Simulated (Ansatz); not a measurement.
Pulling on the Ge1–H2 bond in GeH2O (SMILES [OH][GeH]) (multiplicity 1 held, fragments rigid). Energies count from the point at 1.623 Å.
Geometry at that point (charge 0, multiplicity 1):
```xyz
4

Ge    -0.235    -0.201     0.247
H     -1.411    -0.032    -0.859
O      1.025     0.681    -0.689
H      0.738     1.016    -1.545
```

R- and RO- levels are restricted; in cc, def2 and unpolarised 6-31G sets they are followed outwards from rest. U- levels take the lowest unrestricted solution at each point, which mixes spins at long bonds. Active spaces are followed from a long bond inwards. Levels need not reach the same state.

Correlated levels freeze the cores. Filled d and f shells under p-block atoms count as core.

Programs: Ansatz (a quantum-chemistry and plane-wave program) with Gaussian orbitals. 

Energies in kcal/mol.

```json
[
 {"R (Å)": "1.298", "R-SCS-MP2/cc-pVDZ": "24.2", "U-CCSD/cc-pVDZ": "24.5", "R-CCSDT(Q)/cc-pVDZ": "24.7", "SC-NEVPT2 on CASSCF(2,2)/cc-pVDZ": "25.3", "FIC-NEVPT4(SD) on CASSCF(2,2)/cc-pVDZ": "[?]", "FIC-MRCISD+Q on CASSCF(2,2)/cc-pVDZ": "24.6"},
 {"R (Å)": "1.461", "R-SCS-MP2/cc-pVDZ": "4.4", "U-CCSD/cc-pVDZ": "4.5", "R-CCSDT(Q)/cc-pVDZ": "4.7", "SC-NEVPT2 on CASSCF(2,2)/cc-pVDZ": "5.1", "FIC-NEVPT4(SD) on CASSCF(2,2)/cc-pVDZ": "4.8", "FIC-MRCISD+Q on CASSCF(2,2)/cc-pVDZ": "4.6"},
 {"R (Å)": "1.623", "R-SCS-MP2/cc-pVDZ": "0.0", "U-CCSD/cc-pVDZ": "0.0", "R-CCSDT(Q)/cc-pVDZ": "0.0", "SC-NEVPT2 on CASSCF(2,2)/cc-pVDZ": "0.0", "FIC-NEVPT4(SD) on CASSCF(2,2)/cc-pVDZ": "0.0", "FIC-MRCISD+Q on CASSCF(2,2)/cc-pVDZ": "0.0"},
 {"R (Å)": "1.785", "R-SCS-MP2/cc-pVDZ": "3.5", "U-CCSD/cc-pVDZ": "3.2", "R-CCSDT(Q)/cc-pVDZ": "3.0", "SC-NEVPT2 on CASSCF(2,2)/cc-pVDZ": "2.6", "FIC-NEVPT4(SD) on CASSCF(2,2)/cc-pVDZ": "2.9", "FIC-MRCISD+Q on CASSCF(2,2)/cc-pVDZ": "3.1"},
 {"R (Å)": "1.948", "R-SCS-MP2/cc-pVDZ": "10.8", "U-CCSD/cc-pVDZ": "10.1", "R-CCSDT(Q)/cc-pVDZ": "9.7", "SC-NEVPT2 on CASSCF(2,2)/cc-pVDZ": "8.7", "FIC-NEVPT4(SD) on CASSCF(2,2)/cc-pVDZ": "9.4", "FIC-MRCISD+Q on CASSCF(2,2)/cc-pVDZ": "9.8"},
 {"R (Å)": "2.191", "R-SCS-MP2/cc-pVDZ": "24.4", "U-CCSD/cc-pVDZ": "22.9", "R-CCSDT(Q)/cc-pVDZ": "22.0", "SC-NEVPT2 on CASSCF(2,2)/cc-pVDZ": "20.3", "FIC-NEVPT4(SD) on CASSCF(2,2)/cc-pVDZ": "21.5", "FIC-MRCISD+Q on CASSCF(2,2)/cc-pVDZ": "22.1"},
 {"R (Å)": "2.434", "R-SCS-MP2/cc-pVDZ": "38.3", "U-CCSD/cc-pVDZ": "36.1", "R-CCSDT(Q)/cc-pVDZ": "34.1", "SC-NEVPT2 on CASSCF(2,2)/cc-pVDZ": "31.8", "FIC-NEVPT4(SD) on CASSCF(2,2)/cc-pVDZ": "33.4", "FIC-MRCISD+Q on CASSCF(2,2)/cc-pVDZ": "34.1"},
 {"R (Å)": "2.840", "R-SCS-MP2/cc-pVDZ": "58.8", "U-CCSD/cc-pVDZ": "53.9", "R-CCSDT(Q)/cc-pVDZ": "50.1", "SC-NEVPT2 on CASSCF(2,2)/cc-pVDZ": "47.1", "FIC-NEVPT4(SD) on CASSCF(2,2)/cc-pVDZ": "49.2", "FIC-MRCISD+Q on CASSCF(2,2)/cc-pVDZ": "50.1"},
 {"R (Å)": "3.246", "R-SCS-MP2/cc-pVDZ": "74.7", "U-CCSD/cc-pVDZ": "63.6", "R-CCSDT(Q)/cc-pVDZ": "60.0", "SC-NEVPT2 on CASSCF(2,2)/cc-pVDZ": "56.6", "FIC-NEVPT4(SD) on CASSCF(2,2)/cc-pVDZ": "59.0", "FIC-MRCISD+Q on CASSCF(2,2)/cc-pVDZ": "60.1"},
 {"R (Å)": "3.733", "R-SCS-MP2/cc-pVDZ": "87.5", "U-CCSD/cc-pVDZ": "67.2", "R-CCSDT(Q)/cc-pVDZ": "65.5", "SC-NEVPT2 on CASSCF(2,2)/cc-pVDZ": "62.1", "FIC-NEVPT4(SD) on CASSCF(2,2)/cc-pVDZ": "[?]", "FIC-MRCISD+Q on CASSCF(2,2)/cc-pVDZ": "65.6"},
 {"R (Å)": "4.382", "R-SCS-MP2/cc-pVDZ": "94.1", "U-CCSD/cc-pVDZ": "68.1", "R-CCSDT(Q)/cc-pVDZ": "67.7", "SC-NEVPT2 on CASSCF(2,2)/cc-pVDZ": "64.3", "FIC-NEVPT4(SD) on CASSCF(2,2)/cc-pVDZ": "66.8", "FIC-MRCISD+Q on CASSCF(2,2)/cc-pVDZ": "67.9"},
 {"R (Å)": "5.194", "R-SCS-MP2/cc-pVDZ": "88.9", "U-CCSD/cc-pVDZ": "68.3", "R-CCSDT(Q)/cc-pVDZ": "68.1", "SC-NEVPT2 on CASSCF(2,2)/cc-pVDZ": "64.9", "FIC-NEVPT4(SD) on CASSCF(2,2)/cc-pVDZ": "[?]", "FIC-MRCISD+Q on CASSCF(2,2)/cc-pVDZ": "68.5"}
]
```

**Question.** Some entries are withheld; supply them.

**Answer.** 
- 3.733, FIC-NEVPT4(SD) on CASSCF(2,2)/cc-pVDZ: 64.5
- 1.298, FIC-NEVPT4(SD) on CASSCF(2,2)/cc-pVDZ: 24.8
- 5.194, FIC-NEVPT4(SD) on CASSCF(2,2)/cc-pVDZ: 67.3

Doubts at one or more of the structures used: a restricted determinant that unrestricted orbitals would lower (R-SCS-MP2/cc-pVDZ, R-CCSDT(Q)/cc-pVDZ); a spin-contaminated determinant (U-CCSD/cc-pVDZ); T1 above 0.05 (U-CCSD/cc-pVDZ, R-CCSDT(Q)/cc-pVDZ); other coupled-cluster roots lie near (R-CCSDT(Q)/cc-pVDZ).
